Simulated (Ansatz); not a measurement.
Ideal-gas functions of `IB(I)I` at 298.15 K and 1 bar, from an Ansatz frequency run at PBE0-D4/def2-TZVP.

Molar mass 391.52 g/mol, point group D3h (symmetry number 6), electronic degeneracy 1, moments of inertia 847.749, 847.856, 1695.605 u Å². Harmonic wavenumbers (cm⁻¹, unscaled): 102, 102, 197, 321, 726, 726.

Use S(trans) = R[1.5 ln M + 2.5 ln T − 1.1517]; rotational temperatures θ = 24.2544 K / I; S(rot) = R[ln(√π/σ · √(T³/θAθBθC)) + 1.5]; for each mode x = 1.438777 ν̃/T, S = R[x/(eˣ − 1) − ln(1 − e⁻ˣ)] and H = RT x/(eˣ − 1); 1 cm⁻¹ = 0.0119627 kJ/mol; R = 8.31446 J/(mol·K).

Q: By hand: the entropy, in J/(mol·K).

A: Translation 183.3. Rotation: θ = 0.0286, 0.0286, 0.0143 K, giving 120.6. Vibration, mode by mode: 14.29, 14.29, 9.04, 5.46, 1.16, 1.16, in all 45.4. Electronic 0.0. Sum 349.3 J/(mol·K).

Q: By hand: H − E and G − E in kJ/mol, counted from the electronic energy.

A: Zero-point energy ½ × 2174 × 0.0119627 = 13.0; thermal vibration 6.9; translation, rotation and pV give 4 RT = 9.9. H − E = 29.8 kJ/mol, and G − E = 29.8 − 298.15 × 349.3/1000 = -74.3 kJ/mol.

Vibration gives 13 % of the entropy, 28.6 J/(mol·K) of it from the modes under 150 cm⁻¹: soft modes count most, and the harmonic formula is weakest for them.
